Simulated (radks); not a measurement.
Ni+, 27 electrons, occupied as [Ar] 3d9 (the NIST ground configuration).

Calculated with a radial shooting solver on a logarithmic mesh with Libxc functionals: Dirac Kohn-Sham, relativistic LDA (MacDonald-Vosko exchange, VWN5 correlation), spin-unpolarised, spherical densities, finite nucleus; open shells fill j = l - 1/2 first; Fermi nuclear charge, rms radius 3.7757 fm.

Energy parts (eV):
total: -41268.937
kinetic: 41849.120
electron-nucleus: -99095.380
Hartree: 17596.933
exchange-correlation: -1619.609

Orbitals (lengths in bohr, moments of r in powers of bohr; r(max) is where P^2 peaks; r(90%) holds 90 % of the orbital's charge):
| orbital | occ. | eigenvalue (eV) | <r^4> | r(90%) | r(max) | <1/r> |
|---|---|---|---|---|---|---|
| 1s1/2 | 2 | -8173.323 | 0.00004031 | 0.0969 | 0.03552 | 28.00 |
| 2s1/2 | 2 | -980.0155 | 0.008832 | 0.381 | 0.2053 | 6.079 |
| 2p1/2 | 2 | -857.1395 | 0.006387 | 0.350 | 0.1631 | 6.040 |
| 2p3/2 | 4 | -839.7620 | 0.006715 | 0.354 | 0.1658 | 5.915 |
| 3s1/2 | 2 | -113.5564 | 0.6826 | 1.12 | 0.6418 | 1.912 |
| 3p1/2 | 2 | -76.1206 | 0.9309 | 1.21 | 0.6436 | 1.780 |
| 3p3/2 | 4 | -73.9431 | 0.9843 | 1.23 | 0.6515 | 1.749 |
| 3d3/2 | 4 | -13.4327 | 7.477 | 1.92 | 0.6338 | 1.314 |
| 3d5/2 | 5 | -13.2105 | 7.780 | 1.94 | 0.6369 | 1.305 |
| 4s1/2 | 0 | -11.7599 | 104.7 | 3.97 | 2.191 | 0.4916 |
| 4p1/2 | 0 | -6.6013 | 315.4 | 5.23 | 2.779 | 0.3746 |
| 4p3/2 | 0 | -6.5110 | 328.5 | 5.28 | 2.812 | 0.3702 |

The highest occupied level is 3d5/2 at -13.210 eV. The density falls to 0.001 e/bohr^3 at r = 3.37 bohr. The electron density at the nucleus is 1.941e+04 e/bohr^3. For comparison, the ionisation energy in NIST's Atomic Spectra Database is 18.169 eV (measured). In exact Kohn-Sham theory the highest level is minus the ionisation energy, but local and semilocal functionals leave it too shallow, through self-interaction and a potential that decays too fast; potentials with the right tail come closer. Summed over all electrons, <r^2> = 20.37 bohr^2, which gives a Langevin (diamagnetic) susceptibility term of -16.1 x 10^-6 cm^3/mol.

Beside tabulated values, note that spin-unpolarised runs miss the spin-polarisation part of the exchange energy of open shells.
